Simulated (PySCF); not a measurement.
First SCF of a structure search on singlet WSI2, at a hand-made trigonal planar geometry. PySCF input:

```python
from pyscf import gto, scf, dft
mol = gto.M(atom='''
W      0.000000     0.000000     0.000000
S     -1.070000    -1.853300     0.000000
I      2.700000     0.000000     0.000000
I     -1.350000     2.338300     0.000000''',
    basis={'W': 'def2-SVP', 'S': 'def2-SVP', 'I': 'def2-SVP'},
    ecp={'W': 'def2-SVP', 'I': 'def2-SVP'},
    charge=0, spin=0)
mf = dft.RKS(mol, xc='PBE0')
mf.grids.atom_grid = (50, 194)
aux = {'W': 'def2-universal-JKFIT', 'S': 'def2-universal-JKFIT', 'I': 'def2-universal-JKFIT'}
mf = mf.density_fit(auxbasis=aux)
mf.conv_tol = 1e-08
mf.diis_space = 10
mf.max_cycle = 60
mf.init_guess = 'huckel'
mf.verbose = 4
mf.kernel()
```

Excerpt of the output (cycles and frontier levels):

```
init E= -1058.898447825
  HOMO = -0.354752667240651  LUMO = -0.351979196637981  gap/eV = 0.07547
cycle= 1 E= -1048.46220986948  delta_E= 10.4  |g|= 5.31  |ddm|= 8.87
  HOMO = 0.111822348712592  LUMO = 0.177057768471722  gap/eV = 1.77515
cycle= 2 E= -1009.01149464639  delta_E= 39.5  |g|= 7.99  |ddm|= 19.6
  HOMO = -0.0655238674160026  LUMO = -0.0448764017137332  gap/eV = 0.56185
cycle= 3 E= -1059.60277507061  delta_E= -50.6  |g|= 1.36  |ddm|= 17.3
  HOMO = -0.231182044823353  LUMO = -0.207249116369304  gap/eV = 0.65125
cycle= 4 E= -1053.79505724039  delta_E= 5.81  |g|= 4.11  |ddm|= 6.76
  HOMO = -0.213629597375056  LUMO = -0.155862922382891  gap/eV = 1.57191
cycle= 5 E= -1060.32913846185  delta_E= -6.53  |g|= 0.699  |ddm|= 4.37
  HOMO = -0.221504329897003  LUMO = -0.151776628649599  gap/eV = 1.89739
cycle= 6 E= -1060.49842748593  delta_E= -0.169  |g|= 0.194  |ddm|= 0.982
  HOMO = -0.227437032727666  LUMO = -0.137946181641532  gap/eV = 2.43517
... 10 lines left out ...
cycle= 12 E= -1060.51231244919  delta_E= -9.32e-07  |g|= 0.000266  |ddm|= 0.00466
  HOMO = -0.238732647927857  LUMO = -0.144907014504618  gap/eV = 2.55313
cycle= 13 E= -1060.51231274748  delta_E= -2.98e-07  |g|= 0.000107  |ddm|= 0.00433
  HOMO = -0.238749379983925  LUMO = -0.144906049986482  gap/eV = 2.55361
cycle= 14 E= -1060.51231275895  delta_E= -1.15e-08  |g|= 5.68e-05  |ddm|= 0.000766
  HOMO = -0.238753569984769  LUMO = -0.144905555185646  gap/eV = 2.55373
cycle= 15 E= -1060.51231276061  delta_E= -1.66e-09  |g|= 1.22e-05  |ddm|= 0.000184
  HOMO = -0.238755466049141  LUMO = -0.144905962375897  gap/eV = 2.55378
Extra cycle  E= -1060.51231276056  delta_E= 5.82e-11  |g|= 1.88e-05  |ddm|= 5.64e-05
converged SCF energy = -1060.51231276056
```

No lower solution of this spin was found from smeared starts or by a stability analysis within the restricted form, which does not test spin polarisation.

Stability towards spin polarisation was not tested. Spin–orbit coupling, left out here, can matter for elements this heavy.

The search for the lowest solution, 3 starts and the stability check together, took 25 s on 2 threads of a shared Intel Xeon Platinum 8259CL @ 2.50GHz (Skylake/Cascade Lake) host, with 102 basis functions.
